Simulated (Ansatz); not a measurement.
`[BH2][Ga]([OH])[F]` + H–F → `[OH][Ga]([F])[F]` + BH₃ at 298.15 K and 1 bar (cleavage of the Ga–B bond).

Program: Ansatz. Geometries: PBE0-D4/def2-TZVP. ΔE: electronic, gas phase. CCSD(T)/CBS adds triple-zeta CCSD(T) − MP2 to the extrapolated MP2 energy (def2 sets, frozen cores). This one scheme is used for every species. For Ga outer-core shells are correlated without core-valence functions, which leaves a few kJ/mol of doubt a bond. Scalar relativity is left out up to krypton. Each species was taken in one conformer, which may not be the lowest.

```csv
species,CCSD(T)/CBS energy (Eh),H − E (kJ/mol),S (J/(mol·K))
`[BH2][Ga]([OH])[F]`,-2125.54859,112.5,332.9
H–F,-100.39570,33.5,173.6
`[OH][Ga]([F])[F]`,-2199.41346,63.3,313.3
BH₃,-26.55200,78.7,188.3
```

H − E and S are ideal-gas, rigid-rotor, harmonic terms from PBE0-D4/def2-TZVP, for one conformer and one mirror image of each species. 1 Eh = 2625.50 kJ/mol, R = 8.31446 J/(mol·K).

**Question.** By hand: ΔE, ΔH, ΔS and ΔG.

**Answer.** ΔE = (-2199.41346) + (-26.55200) − (-2125.54859) − (-100.39570) = -0.02117 Eh = -55.6 kJ/mol. Δ(H − E) = 63.3 + 78.7 − 112.5 − 33.5 = -4.0, so ΔH = -59.6 kJ/mol. ΔS = 313.3 + 188.3 − 332.9 − 173.6 = -4.9 J/(mol·K). ΔG = -59.6 − 298.15 × (-4.9)/1000 = -58.1 kJ/mol.

**Question.** By hand: the equilibrium constant, and the temperature at which ΔG would vanish if ΔH and ΔS stayed fixed.

**Answer.** log₁₀ K = −ΔG/(RT ln 10) = 10.2. ΔG = 0 at ΔH/ΔS = 12163 K, far beyond where these terms or the molecules hold.

The number of gas molecules stays the same, so ΔS is small and ΔH decides. A doubt of 5 kJ/mol in ΔE shifts log₁₀ K by 0.9 here. Other conformers and mirror images would add mixing entropy, several J/(mol·K) or more a flexible species. These are equilibria of isolated gas molecules and say nothing of rates. Largest T1 diagnostic: 0.015 (customary marks: 0.02 for closed shells, 0.045 for open ones).
